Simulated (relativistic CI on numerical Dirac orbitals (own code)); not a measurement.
## Be²⁺: what numerical and physical settings do to a radial Dirac CI calculation

Reference input:

```
atom Be  Z=4  charge=2  electrons=2
nucleus A=9  rms_radius_fm=2.5190
hamiltonian dirac-coulomb  breit=on  qed=on  c_scale=1
orbitals kli  potential=per-configuration
slater_scale 1
correlation none
mixing on
grid step=0.0125 r_max=24.9
scf mixing=0.4 start=green max_iterations=150 tolerance=2e-08 node_fill=0.05
configurations
  1s2
  1s 2s
end
```

Computed lowest total energy -13.61299 Ha, first excitation 947562.6 cm⁻¹, 17 SCF steps. Runs with settings changed; * marks those that are bad on purpose:

| Changed | Outcome | Lowest level | ΔE (Ha) | First excitation (cm⁻¹) | SCF steps | Message |
| --- | --- | --- | --- | --- | --- | --- |
| QED terms off, SCF tolerance 1e-06 | converged | 1s² ¹S0 | -0.000348 | 947591.0 | 13 |  |
| QED terms off | converged | 1s² ¹S0 | -0.000348 | 947591.0 | 17 |  |
| end of the grid at 37.35 bohr | converged | 1s² ¹S0 | 0 | 947562.6 | 17 |  |
| Breit term off | converged | 1s² ¹S0 | -0.000666 | 947708.8 | 17 |  |
| grid step 0.002 * | refused |  |  |  | 0 | the grid has 8862 points, outside 40 to 4096 |
| iteration limit 4 * | not converged |  |  |  | 4 | SCF of 1s2 did not converge |

With so few configurations and no correlation, terms lie too far apart (by 10 to 50 % near neutrality), their order can be wrong, and levels of other configurations are missing.
